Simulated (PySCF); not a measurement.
**r2SCAN on Be (beryllium, neutral)**

Configuration: [He] 2s1 2p1, high-spin 3P determinant (an excited configuration). Calculation: PySCF 2.14, in aug-cc-pCVQZ; the non-relativistic Hamiltonian (point nucleus).

```json
{
 "Total energy": "-14.5707 hartree",
 "One-electron energy": "-18.9093 hartree",
 "Hartree (Coulomb) energy": "7.1255 hartree",
 "Exchange-correlation energy": "-2.7870 hartree",
 "Kinetic energy": "14.52089 hartree",
 "⟨S²⟩": "2.0000",
 "⟨L²⟩": "2.009",
 "Sum of ⟨r⟩": "6.237 bohr",
 "Sum of ⟨r²⟩": "18.38 bohr²",
 "Traceless quadrupole moment −½Σ⟨3z² − r²⟩ along its main axis": "-4.50 e·bohr²",
 "Density at the nucleus (Gaussians lack the cusp)": "34.4 bohr⁻³",
 "Spin density at the nucleus": "0.740 bohr⁻³",
 "Langevin diamagnetic susceptibility": "-14.6 ×10⁻⁶ cm³/mol"
}
```

```tsv
shell	electrons	mean orbital energy (hartree)	rms radius, mean of both spins (bohr)
1s α	1	-4.01725	0.488
1s β	1	-3.99944	0.488
2s α	1	-0.25114	2.75
2p α	1	-0.12029	3.21
```
